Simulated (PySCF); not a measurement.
This PySCF input asks for the NMR shieldings of `N#C[C@@]1([SiH3])CCCSC1`, C6H11NSSi; the geometry comes from GFN2-xTB.

```python
import basis_set_exchange as bse
import numpy as np
from pyscf import gto, dft
from pyscf.prop import nmr

atoms = """
N     1.218410    0.968609    2.460109
C     0.963178    0.696243    1.378027
C     0.687584    0.337485    0.015143
Si    2.376806    0.389465   -0.925546
C     0.096010   -1.080776   -0.025170
C    -1.231417   -1.186878    0.725557
C    -2.304893   -0.311955    0.101180
S    -1.872170    1.449944    0.249676
C    -0.266324    1.350768   -0.610691
H     2.904646    1.746969   -0.844179
H     2.077947    0.020020   -2.310061
H     3.264153   -0.587695   -0.303304
H    -0.053982   -1.371288   -1.069373
H     0.810091   -1.779697    0.416737
H    -1.086036   -0.889625    1.766991
H    -1.569365   -2.226593    0.712934
H    -2.439611   -0.540317   -0.958403
H    -3.257412   -0.423850    0.616377
H    -0.464333    1.089338   -1.652631
H     0.141569    2.360511   -0.567006
"""
names = dict.fromkeys(["N", "C", "Si", "S", "H"], "pcSseg-1")
basis = {el: gto.basis.parse(bse.get_basis(n, elements=[el], fmt="nwchem")) for el, n in names.items()}
mol = gto.M(atom=atoms, basis=basis, charge=0, verbose=0)
mf = dft.RKS(mol, xc="PBE0")
mf.grids.level = 2
mf.grids.alignment = dft.numint.BLKSIZE   # the property module wants whole blocks of grid points
mf.conv_tol = 1e-9
mf.kernel()

calc = nmr.RKS(mf)   # GIAO
C = mf.mo_coeff
Co = C[:, mf.mo_occ > 0]
resp = mf.gen_response(singlet=True, hermi=2)
def vind(x):   # induced exchange potential for any number of trial vectors
    d = np.einsum("pi,xij,qj->xpq", C, 2 * x.reshape(-1, C.shape[1], Co.shape[1]), Co, optimize=True)
    return np.einsum("xpq,pi,qj->xij", resp(d - d.transpose(0, 2, 1)), C, Co, optimize=True).ravel()
mo1, _ = nmr.rhf.solve_mo1(calc, with_cphf=vind)
sigma = calc.kernel(mo1)
for i, s in enumerate(sigma):   # ppm
    w = np.linalg.eigvalsh((s + s.T) / 2)
    print("%2d %-2s iso %8.1f  s11 %8.1f  s22 %8.1f  s33 %8.1f" % (i, mol.atom_pure_symbol(i), w.mean(), *w))
```

Task: What are the results?

Result: 
```
 0 N  iso    -38.6  s11   -202.0  s22   -194.8  s33    280.9
 1 C  iso     61.2  s11    -56.6  s22    -54.4  s33    294.5
 2 C  iso    165.8  s11    151.0  s22    161.0  s33    185.5
 3 Si iso    398.7  s11    360.9  s22    375.6  s33    459.5
 4 C  iso    151.1  s11    142.2  s22    151.2  s33    159.8
 5 C  iso    158.9  s11    145.1  s22    163.0  s33    168.6
 6 C  iso    150.9  s11    144.2  s22    151.4  s33    157.0
 7 S  iso    499.8  s11    370.7  s22    501.3  s33    627.3
 8 C  iso    146.3  s11    133.8  s22    147.2  s33    157.8
 9 H  iso     27.7  s11     24.2  s22     25.9  s33     33.1
10 H  iso     28.0  s11     24.3  s22     26.5  s33     33.1
11 H  iso     27.7  s11     24.2  s22     25.9  s33     33.0
12 H  iso     30.4  s11     26.1  s22     29.7  s33     35.4
13 H  iso     29.7  s11     24.4  s22     29.2  s33     35.6
14 H  iso     29.3  s11     26.0  s22     28.2  s33     33.6
15 H  iso     29.9  s11     24.5  s22     27.6  s33     37.6
16 H  iso     29.1  s11     24.2  s22     27.6  s33     35.5
17 H  iso     29.1  s11     23.7  s22     26.6  s33     37.1
18 H  iso     28.9  s11     22.8  s22     29.5  s33     34.5
19 H  iso     29.1  s11     23.2  s22     28.6  s33     35.4
```

These numbers come from an equivalent density-fitted implementation of the same equations, which agrees with the script to about 0.01 ppm for H and up to a few tenths of a ppm for heavy atoms, so last digits may differ.

Task: Turn these shieldings into chemical shifts. Referencing at the same level of theory: NH3 for ¹⁵N (267.73 ppm); ¹³C (186.93 ppm) and ²⁹Si (349.16 ppm) and ¹H (31.72 ppm) against TMS; ³³S (503.73 ppm) vs CS2.

Result: Averaging equivalent atoms: N 0: 306.4; C 1: 125.7; C 8: 40.7; C 6: 36.0; C 4: 35.9; C 5: 28.0; C 2: 21.1; Si 3: -49.5; S 7: 4; H 9/10/11: 3.92; H 18: 2.78; H 19: 2.65; H 16: 2.62; H 17: 2.59; H 14: 2.44; H 13: 1.99; H 15: 1.83; H 12: 1.32 ppm. Experimental scales use liquid or dissolved standards, which lie at an offset from isolated NH3 (liquid NH3: subtract about 20 ppm). Unscaled 15N shifts of sp2 nitrogen come out 20 to 40 ppm too high even then.

Size and cost of the density-fitted run: 222 basis functions, 53 s wall time on 1 thread of an Arm Neoverse V1, shared host; peak memory 1 GiB.
